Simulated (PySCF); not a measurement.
FeO, SMILES [O]=[Fe] (connectivity only; charge and spin as stated), neutral, multiplicity 5.

Coordinates come from a B3LYP-D3(BJ)/def2-TZVPD optimisation. The multiplicity is an assumed one; other spin states were not compared.

These are CAM-B3LYP/def2-TZVPD (PySCF) values and carry that method's errors.

```
Quantity                                                          Result
-----------------------------------------------  -----------------------
total energy                                         -1338.96040 hartree
point group                                                          C∞v
α spin, highest occupied and lowest empty level       -8.17 and -2.04 eV
β spin, highest occupied and lowest empty level       -8.31 and -2.31 eV
dipole moment                                                     5.66 D
mean static polarisability                          39.1 bohr³ (5.79 Å³)
polarisability, principal values                  31.9, 31.9, 53.6 bohr³
⟨S²⟩                                             6.034 (pure state 6.00)
```
